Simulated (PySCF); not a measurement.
## Ionisation energy of Hg³⁴⁺ by level of theory

Hg³⁴⁺ [Kr] 4d10 → Hg³⁵⁺ [Kr] 4d9 [4d3/2^4 4d5/2^5, M_J = 5/2], as a difference of total energies. Calculation: PySCF 2.14, in an even-tempered Gaussian basis (17 s from 3.5 bohr⁻², ratio 2.8; 14 p from 4.6 bohr⁻², ratio 2.8; 9 d from 4.6 bohr⁻², ratio 2.8; 3 f from 22 bohr⁻², ratio 3); the two-component X2C-1e Hamiltonian. Correlated levels: [Ar] 3d10 frozen; the 92 highest virtual spinors dropped. "Screened" scales the spin-orbit matrix elements by Boettger's factors to mimic the two-electron term; Breit and QED terms are absent.

```json
{"method": "GHF (spin-free)", "ionisation energy (eV)": "1558.8"}
{"method": "GMP2 (spin-free)", "ionisation energy (eV)": "1559.2"}
{"method": "GHF (screened spin-orbit)", "ionisation energy (eV)": "1547.9"}
{"method": "GMP2 (screened spin-orbit)", "ionisation energy (eV)": "1548.3"}
```

Breit and QED terms and the two-electron picture change are absent.

The spin-free rows lack the spin-orbit shift.

For comparison: 1549 ± 5 eV (theoretical estimate listed by NIST; NIST Atomic Spectra Database, ionization energies).
